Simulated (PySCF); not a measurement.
technetium atom (Tc), sextet (core potentials on Tc); M062X/def2-TZVP (PySCF).

The PySCF input:
```python
from pyscf import gto, scf, dft

mol = gto.M(
    atom='''
Tc    0.00000000    0.00000000    0.00000000
''',
    basis='def2-tzvp',
    ecp={'Tc': 'def2-tzvp'},
    spin=5,
    verbose=4,
)

mf = dft.UKS(mol)
mf.xc = 'm062x'
mf.kernel()
mf.analyze()
```

Question: Write the output that PySCF gives for this input, abridged.

Answer: 
```
PySCF version 2.14.0

[INPUT] verbose = 4
[INPUT] num. atoms = 1
[INPUT] num. electrons = 15
[INPUT] charge = 0
[INPUT] spin (= nelec alpha-beta = 2S) = 5
[INPUT] symmetry False subgroup None
[INPUT] Mole.unit = angstrom
[INPUT] Symbol           X                Y                Z      unit          X                Y                Z       unit  Magmom
[...]
nuclear repulsion = 0
number of shells = 14
number of NR pGTOs = 60
number of NR cGTOs = 40
basis = def2-tzvp
ecp = {'Tc': 'def2-tzvp'}

******** <class 'pyscf.dft.uks.UKS'> ********
method = UKS
initial guess = minao
damping factor = 0
level_shift factor = 0
DIIS = <class 'pyscf.scf.diis.CDIIS'>
diis_start_cycle = 1
diis_space = 8
diis_damp = 0
SCF conv_tol = 1e-09
SCF conv_tol_grad = None
SCF max_cycles = 50
direct_scf = True
direct_scf_tol = 1e-13
number electrons alpha = 10  beta = 5
XC library pyscf.dft.libxc version 7.1.2
    S. Lehtola, C. Steigemann, M. J. T. Oliveira, and M. A. L. Marques,  SoftwareX 7, 1–5 (2018)
XC functionals = m062x
    Y. Zhao and D. G. Truhlar,  Theor. Chem. Acc. 120, 215 (2008)
    Y. Zhao and D. G. Truhlar,  Theor. Chem. Acc. 120, 215 (2008)
radial grids:
    Treutler-Ahlrichs [JCP 102, 346 (1995); DOI:10.1063/1.469408] (M4) radial grids

becke partition: Becke, JCP 88, 2547 (1988); DOI:10.1063/1.454033
pruning grids: <function nwchem_prune>
grids dens level: 3
symmetrized grids: False
atomic radii adjust function: <function treutler_atomic_radii_adjust>
small_rho_cutoff = 0
Set gradient conv threshold to 3.16228e-05
tot grids = 22176
init E= -73.4014512490631

cycle= 1 E= -80.5438338878081  delta_E= -7.14  |g|= 0.352  |ddm|= 2.78
cycle= 2 E= -80.5583995734848  delta_E= -0.0146  |g|= 0.276  |ddm|= 0.539
cycle= 3 E= -80.587135972641  delta_E= -0.0287  |g|= 0.02  |ddm|= 0.312
cycle= 4 E= -80.5885061301694  delta_E= -0.00137  |g|= 0.0146  |ddm|= 0.103
cycle= 5 E= -80.588903991708  delta_E= -0.000398  |g|= 0.0142  |ddm|= 0.0274
cycle= 6 E= -80.5913901531937  delta_E= -0.00249  |g|= 0.0134  |ddm|= 0.183
cycle= 7 E= -80.5919103978982  delta_E= -0.00052  |g|= 0.0132  |ddm|= 0.0488
cycle= 8 E= -80.5931148184576  delta_E= -0.0012  |g|= 0.0141  |ddm|= 0.115
cycle= 9 E= -80.5933955310795  delta_E= -0.000281  |g|= 0.0119  |ddm|= 0.0447
cycle= 10 E= -80.5941211290194  delta_E= -0.000726  |g|= 0.0166  |ddm|= 0.0761
cycle= 11 E= -80.594116726783  delta_E= 4.4e-06  |g|= 0.0247  |ddm|= 0.102
cycle= 12 E= -80.5945975004551  delta_E= -0.000481  |g|= 0.0259  |ddm|= 0.0478
cycle= 13 E= -80.5943268383415  delta_E= 0.000271  |g|= 0.029  |ddm|= 0.0577
cycle= 14 E= -80.5942664990236  delta_E= 6.03e-05  |g|= 0.0289  |ddm|= 0.00979
cycle= 15 E= -80.5938700983861  delta_E= 0.000396  |g|= 0.0284  |ddm|= 0.0428
cycle= 16 E= -80.5930676645167  delta_E= 0.000802  |g|= 0.0239  |ddm|= 0.0898
cycle= 17 E= -80.5928876059313  delta_E= 0.00018  |g|= 0.0275  |ddm|= 0.0232
cycle= 18 E= -80.5934843151681  delta_E= -0.000597  |g|= 0.024  |ddm|= 0.0635
cycle= 19 E= -80.5930085294887  delta_E= 0.000476  |g|= 0.00953  |ddm|= 0.151
cycle= 20 E= -80.5930332996615  delta_E= -2.48e-05  |g|= 0.00916  |ddm|= 0.0343
cycle= 21 E= -80.593089368162  delta_E= -5.61e-05  |g|= 0.0101  |ddm|= 0.0156
cycle= 22 E= -80.5912253998835  delta_E= 0.00186  |g|= 0.0248  |ddm|= 0.229
cycle= 23 E= -80.5919203073658  delta_E= -0.000695  |g|= 0.0222  |ddm|= 0.0554
cycle= 24 E= -80.5916143974414  delta_E= 0.000306  |g|= 0.0268  |ddm|= 0.0299
cycle= 25 E= -80.5932080216097  delta_E= -0.00159  |g|= 0.0113  |ddm|= 0.165
cycle= 26 E= -80.59359673546  delta_E= -0.000389  |g|= 0.0104  |ddm|= 0.0498
cycle= 27 E= -80.5927224069632  delta_E= 0.000874  |g|= 0.0121  |ddm|= 0.175
cycle= 28 E= -80.5927072750534  delta_E= 1.51e-05  |g|= 0.0126  |ddm|= 0.0209
cycle= 29 E= -80.592629855086  delta_E= 7.74e-05  |g|= 0.0113  |ddm|= 0.0428
cycle= 30 E= -80.5934485166677  delta_E= -0.000819  |g|= 0.00955  |ddm|= 0.131
cycle= 31 E= -80.5938675331793  delta_E= -0.000419  |g|= 0.0112  |ddm|= 0.0562
cycle= 32 E= -80.5942761576298  delta_E= -0.000409  |g|= 0.0188  |ddm|= 0.129
cycle= 33 E= -80.5928765915048  delta_E= 0.0014  |g|= 0.025  |ddm|= 0.137
cycle= 34 E= -80.5927398102324  delta_E= 0.000137  |g|= 0.0239  |ddm|= 0.042
cycle= 35 E= -80.5924601936172  delta_E= 0.00028  |g|= 0.0314  |ddm|= 0.0409
cycle= 36 E= -80.5927053599678  delta_E= -0.000245  |g|= 0.0314  |ddm|= 0.0315
cycle= 37 E= -80.5923920085781  delta_E= 0.000313  |g|= 0.0175  |ddm|= 0.127
cycle= 38 E= -80.5914271256904  delta_E= 0.000965  |g|= 0.0328  |ddm|= 0.0597
cycle= 39 E= -80.5932432140975  delta_E= -0.00182  |g|= 0.0254  |ddm|= 0.192
cycle= 40 E= -80.5924607275047  delta_E= 0.000782  |g|= 0.025  |ddm|=  0.1
cycle= 41 E= -80.5928441285982  delta_E= -0.000383  |g|= 0.0146  |ddm|= 0.0623
cycle= 42 E= -80.592674732575  delta_E= 0.000169  |g|= 0.014  |ddm|= 0.0355
cycle= 43 E= -80.5929402728639  delta_E= -0.000266  |g|= 0.0113  |ddm|= 0.0619
cycle= 44 E= -80.5932755852353  delta_E= -0.000335  |g|= 0.0106  |ddm|= 0.0674
cycle= 45 E= -80.593244922267  delta_E= 3.07e-05  |g|= 0.0105  |ddm|= 0.00537
cycle= 46 E= -80.5934040729037  delta_E= -0.000159  |g|= 0.0104  |ddm|= 0.0443
cycle= 47 E= -80.5934844741972  delta_E= -8.04e-05  |g|= 0.00787  |ddm|= 0.0923
cycle= 48 E= -80.5932583256596  delta_E= 0.000226  |g|= 0.00828  |ddm|= 0.0669
cycle= 49 E= -80.5928808727095  delta_E= 0.000377  |g|= 0.013  |ddm|= 0.151
cycle= 50 E= -80.5934508225185  delta_E= -0.00057  |g|= 0.0088  |ddm|= 0.0973
SCF not converged.
SCF energy = -80.5934508225185 after 50 cycles  <S^2> = 8.7547504  2S+1 = 6.0015833
**** SCF Summaries ****
Total Energy =                         -80.593450822518548
Nuclear Repulsion Energy =               0.000000000000000
One-electron Energy =                 -139.003000192988139
Two-electron Energy =                   58.409549370469591
Two-electron Coulomb Energy =           67.258778231363792
DFT Exchange-Correlation Energy =       -8.849228860894197
**** MO energy ****
                             alpha | beta                alpha | beta
[...]
WARN: Weak orthogonality for localized orbitals 8.32274305293246e-09

spin_pop of  0 Tc 4s        0.00076
spin_pop of  0 Tc 5s        0.72574
spin_pop of  0 Tc 6s        0.00414
spin_pop of  0 Tc 7s        0.00162
spin_pop of  0 Tc 8s        0.00127
spin_pop of  0 Tc 9s        0.00402
spin_pop of  0 Tc 4px       0.00450
spin_pop of  0 Tc 4py      -0.00686
spin_pop of  0 Tc 4pz      -0.00874
spin_pop of  0 Tc 5px      -0.00584
spin_pop of  0 Tc 5py       0.00238
spin_pop of  0 Tc 5pz       0.00352
spin_pop of  0 Tc 6px       0.00020
spin_pop of  0 Tc 6py       0.00232
spin_pop of  0 Tc 6pz       0.00259
spin_pop of  0 Tc 7px       0.00114
spin_pop of  0 Tc 7py       0.00218
spin_pop of  0 Tc 7pz       0.00262
spin_pop of  0 Tc 4dxy      0.22767
spin_pop of  0 Tc 4dyz      0.34641
spin_pop of  0 Tc 4dz^2     0.29818
spin_pop of  0 Tc 4dxz      0.32507
spin_pop of  0 Tc 4dx2-y2    0.84837
spin_pop of  0 Tc 5dxy      0.39150
spin_pop of  0 Tc 5dyz      0.60109
spin_pop of  0 Tc 5dz^2     0.50940
spin_pop of  0 Tc 5dxz      0.56026
spin_pop of  0 Tc 5dx2-y2   -0.00037
spin_pop of  0 Tc 6dxy      0.02480
spin_pop of  0 Tc 6dyz      0.04908
spin_pop of  0 Tc 6dz^2     0.03723
spin_pop of  0 Tc 6dxz      0.04377
spin_pop of  0 Tc 6dx2-y2    0.00001
spin_pop of  0 Tc 4f-3     -0.00001
spin_pop of  0 Tc 4f-2      0.00000
spin_pop of  0 Tc 4f-1     -0.00001
spin_pop of  0 Tc 4f+0     -0.00000
spin_pop of  0 Tc 4f+1     -0.00000
spin_pop of  0 Tc 4f+2     -0.00001
spin_pop of  0 Tc 4f+3     -0.00000

WARN: Weak orthogonality for localized orbitals 8.32274305293246e-09

In total            10.00000 | 5.00000
Dipole moment(X, Y, Z, Debye): -0.00000,  0.00000, -0.00000
```

The run did not converge; its last values are not results.
